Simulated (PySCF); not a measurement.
Delta-SCF ions had no search for a lower state. Excitations are Tamm–Dancoff values on a coarser integration grid. The basis has no diffuse functions, so Rydberg states are missing or too high.

## AlI$_{3}$, SMILES `[I][Al]([I])[I]` (charge 0, multiplicity 1)

The numbers are results of ωB97X-D3(BJ)/def2-TZVP // B3LYP-D3(BJ)/def2-TZVP run with PySCF 2.14.0, not measurements.

```
Item                                                    Result
--------------------------------------  ----------------------
HOMO                                                 -10.00 eV
dipole moment                                           0.00 D
HOMO–LUMO gap                                          9.91 eV
LUMO                                                  -0.09 eV
S1 excitation (TDA)                                    5.23 eV
S1 oscillator strength                                   0.000
T1 excitation (TDA)                                    4.91 eV
S1–T1 gap (TDA)                                        0.32 eV
vertical ionisation energy (Delta-SCF)                10.02 eV
total energy                                     -1136.0489 Ha
cost                                    roughly 7 core-minutes
```

```xyz
4

I     -2.0772    -1.3240    -0.0079
Al     0.0000     0.0000     0.0000
I     -0.1081     2.4609     0.0004
I      2.1852    -1.1369     0.0075
```
